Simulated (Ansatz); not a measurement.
Start from `N[SiH](F)[SeH]` and change one atom or group to get `N[SiH2]F`.

Ansatz, PBE0-D4/def2-TZVP geometries, multiplicity 1. Each molecule was computed in one conformer, which needn't be the lowest.

Scalar relativity is left out up to krypton.

```
                                                                                  property  `N[SiH](F)[SeH]`
                                                   HOMO–LUMO gap (ωB97M-V/def2-TZVPP) / eV             11.49
                                                      HOMO–LUMO gap (PBE0/def2-TZVPP) / eV              7.44
                                                        HOMO energy (PBE0/def2-TZVPP) / eV             -7.35
                                          size of the dipole moment (B3LYP/def2-TZVPP) / D              2.40
ideal-gas entropy at 298 K and 1 bar (rigid rotor, harmonic PBE0-D4/def2-TZVP) / J/(mol·K)               341
                                                     HOMO energy (ωB97M-V/def2-TZVPP) / eV             -9.52
```

Task: Give the same properties after the change, and the shifts. (Estimate.)

Result: The calculation gave: 
| property | `N[SiH2]F` | shift |
| --- | --- | --- |
| HOMO–LUMO gap (ωB97M-V/def2-TZVPP) / eV | 12.61 | 1.12 |
| HOMO–LUMO gap (PBE0/def2-TZVPP) / eV | 8.72 | 1.28 |
| HOMO energy (PBE0/def2-TZVPP) / eV | -8.15 | -0.80 |
| size of the dipole moment (B3LYP/def2-TZVPP) / D | 1.97 | -0.43 |
| ideal-gas entropy at 298 K and 1 bar (rigid rotor, harmonic PBE0-D4/def2-TZVP) / J/(mol·K) | 282 | -59 |
| HOMO energy (ωB97M-V/def2-TZVPP) / eV | -10.59 | -1.07 |

With PBE0 the HOMO falls by 0.80 eV and the LUMO rises by 0.46 eV, so the gap widens by about 1.26 eV. PBE moves the HOMO by -0.48 eV and ωB97M-V by -1.07 eV. The zero-point energy changes by -0.5 kJ/mol with -3 modes. Dipoles are sizes alone; their direction can turn.

B3LYP here is the variant with VWN-RPA as its local correlation; programs differ in this.

Spin–orbit coupling is left out; it splits and shifts lone-pair levels of the heavy atoms by tenths of an eV.
